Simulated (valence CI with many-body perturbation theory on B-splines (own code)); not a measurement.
How close is CI+MBPT for Nd²⁺?

Calculated by configuration interaction combined with many-body perturbation theory (CI+MBPT): four valence electrons over a frozen Dirac-Fock core [Xe], a basis of 8 s, 8 p, 9 d, 9 f, 6 g, 3 h, 2 i functions for each j, with the one-electron correlation potential Σ1 (screened to all orders), the two-electron term Σ2, the three-electron term Σ3, Breit, model QED; the open f shell's mean field enters the energy denominators; selected single and double excitations, second order for the rest, scaled by the run's own slope (own B-spline code, finite nucleus).

Set against measurement, 33 paired levels are off by 2229 cm⁻¹ on average, the worst by 4201. These come from a selection out of Ding et al., The Spectrum and Energy Levels of the Low-lying Configurations of Nd III (preprint, 2023). Levels without a partner in it may be off by more, other configurations by several thousand cm⁻¹. Among the levels kept, up to 580 cm⁻¹ of a level comes from second order outside the variational space, and about a tenth of that is noise between levels of different J, which matters for small intervals. 15 measured levels below the end of the list, from 20389 cm⁻¹ on, found no clear computed partner, and computed levels of the same name lie up to 4879 cm⁻¹ from them.

Measured levels: Ding et al., The Spectrum and Energy Levels of the Low-lying Configurations of Nd III (preprint, 2023). Pairs share parity and J, and are chosen by configuration, term and nearness in energy; levels without a clear partner are left out. Energies in cm⁻¹ above the measured ground level.

Names give the largest LS component (configuration and term), which can be under half, so a name can repeat, a term be missing and a line seem to break the LS rules; names also repeat where a configuration has a term twice.

```csv
Computed label,Label in the source,Measured,Computed,Difference
4f4 5I_4,4f4 5I,0,0.0,0
4f4 5I_5,4f4 5I,1137.8,1230.7,+93
4f4 5I_6,4f4 5I,2387.5,2569.6,+182
4f4 5I_7,4f4 5I,3714.5,3977.1,+263
4f4 5I_8,4f4 5I,5093.3,5417.6,+324
4f4 5F_2,4f4 5F,10774.0,10515.7,-258
4f4 5F_3,4f4 5F,11424.6,11222.7,-202
4f4 5F_4,4f4 5F,12181.3,11991.4,-190
4f4 5F_5,4f4 5F,13210.3,13106.5,-104
4f4 3K_6,4f4 3K2,14064.3,13474.0,-590
4f4 3K_7,4f4 3K2,15153.8,14592.2,-562
4f3.5d 5L°_6,4f3(4I°) 5d 5L°,15158.2,18763.3,+3605
4f3.5d 5K°_5,4f3(4I°) 5d 5K°,15262.4,18857.4,+3595
4f4 5G_3,4f4 5G,15349.6,14931.8,-418
4f4 3K_8,4f4 3K2,16459.1,15936.2,-523
4f4 3H_5,4f4 3H4,16622.3,16212.8,-410
4f4 5G_4,4f4 5G,16831.3,16527.5,-304
4f3.5d 5K°_6,4f3(4I°) 5d 5K°,16938.1,20638.3,+3700
4f3.5d 5L°_7,4f3(4I°) 5d 5L°,16952.8,20664.4,+3712
4f4 5G_5,4f4 5G,18313.0,18060.7,-252
4f3.5d 5K°_7,4f3(4I°) 5d 5K°,18656.3,22451.0,+3795
4f3.5d 5L°_8,4f3(4I°) 5d 5L°,18861.1,22667.9,+3807
4f3.5d 5I°_4,4f3(4I°) 5d 5I°,18883.7,22984.1,+4100
4f3.5d 5H°_3,4f3(4I°) 5d 5H°,19593.1,23301.2,+3708
4f3.5d 3I°_5,4f3(4I°) 5d 3I°,19616.6,23174.5,+3558
4f3.5d 5I°_5,4f3(4I°) 5d 5I°,20348.7,24535.3,+4187
4f3.5d 5K°_8,4f3(4I°) 5d 5K°,20410.9,24279.9,+3869
4f3.5d 3I°_6,4f3(4I°) 5d 3I°,20799.3,24478.6,+3679
4f3.5d 5L°_9,4f3(4I°) 5d 5L°,20859.7,24751.6,+3892
4f3.5d 5G°_2,4f3(4I°) 5d 5G°,21477.3,25356.0,+3879
4f3.5d 5G°_3,4f3(4I°) 5d 5G°,21479.4,25327.0,+3848
4f3.5d 5I°_6,4f3(4I°) 5d 5I°,21980.5,26181.3,+4201
4f3.5d 5H°_5,4f3(4I°) 5d 5H°,22181.3,25986.5,+3805
4f3.5d 5K°_9,4f3(4I°) 5d 5K°,22197.1,26129.8,+3933
```

Over 33 excited levels the mean absolute difference is 2229 cm⁻¹, the median 3595 and the largest 4201. The comparison draws on a selection of the measured levels: 34 of the 69 computed ones have a partner in it, and others may be off by more.

These 15 measured levels below the end of the computed list are not counted above. Beside each stands the unpaired computed level of its name, or else the nearest of its J and parity; the gap is either an error of the method or a doubtful assignment.

| Label in the source | J | Measured | Unpaired level | Computed |
| --- | --- | --- | --- | --- |
| 4f3(4I°) 5d 5H° | 4 | 20389 | 4f3.5d 5H°_4 | 25268 |
| 4f3(4I°) 5d 3H° | 4 | 21492 | 4f3.5d 3H°_4 | 24039 |
| 4f3(4I°) 5d 5I° | 7 | 22703 | none |  |
| 4f3(4I°) 5d 5L° | 10 | 22932 | none |  |
| 4f3(4I°) 5d 5G° | 4 | 23010 | 4f3.5d 3H°_4 | 24039 |
| 4f3(4I°) 5d 3K° | 6 | 23120 | none |  |
| 4f3(4I°) 5d 3H° | 5 | 23348 | none |  |
| 4f3(4I°) 5d 3G° | 3 | 23891 | none |  |
| 4f3(4I°) 5d 3I° | 7 | 24003 | none |  |
| 4f3(4I°) 5d 5H° | 6 | 24059 | none |  |
| 4f3(4I°) 5d 3L° | 7 | 24497 | none |  |
| 4f3(4I°) 5d 5I° | 8 | 24592 | none |  |
| 4f3(4I°) 5d 5G° | 5 | 24878 | none |  |
| 4f3(4I°) 5d 3H° | 6 | 25035 | none |  |
| 4f3(4I°) 5d 3K° | 7 | 25320 | none |  |
